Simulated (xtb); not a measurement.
C5H15N2Si, doublet, at a GFN2-xTB geometry, atoms displaced at random by about 0.05 Å a coordinate. Base run: GFN2-xTB (xtb).

Input for xtb:
```
$ xtb mol.xyz --gfn 2 --uhf 1 --opt --json

# file mol.xyz
23

C      2.48990074     0.08131226     1.33361983
N      1.33515548    -0.30918681     0.44442037
C      1.45231341    -1.72078231     0.01463624
Si    -0.19154820     0.64657953     0.44679836
C      0.27458790     2.21748004    -0.65998821
N     -1.24463668    -0.42706501    -0.41798966
C     -2.22227827     0.17771959    -1.42878949
C     -1.84620265    -1.50896307     0.15697256
H      2.33003632     1.21519605     1.53586935
H      2.45152765    -0.36600307     2.24865083
H      3.47555521     0.00281952     0.86269652
H      0.69776581    -1.84803543    -0.64094508
H      2.47792627    -1.68431204    -0.42783942
H      1.38700961    -2.35294868     0.88238102
H     -0.58077868     2.82438249    -0.70287086
H      1.13781993     2.75591304    -0.10598054
H      0.50676802     2.03818723    -1.63201988
H     -3.14493620     0.54798709    -0.98252052
H     -1.68520030     1.00395108    -1.93040054
H     -2.47010829    -0.43818835    -2.23602821
H     -2.76619275    -1.27638515     0.75779565
H     -2.06597496    -2.35468115    -0.45783265
H     -1.19406335    -1.86126870     0.87496724
```

The base run was repeated with changes; each row names its change, and settings that it needs were set with it.

```tsv
change	ΔE vs base (kJ/mol)	optimiser steps
base	0.00	12
opt level = tight	-0.01	15
opt level = extreme	-0.02	22
engine = lbfgs	0.01	-
opt level = crude	0.43	4
opt level = lax	0.07	7
opt level = vtight	-0.02	22
opt level = sloppy	0.17	5
engine = inertial	0.14	-
alpb = chcl3	-26.4	11
```
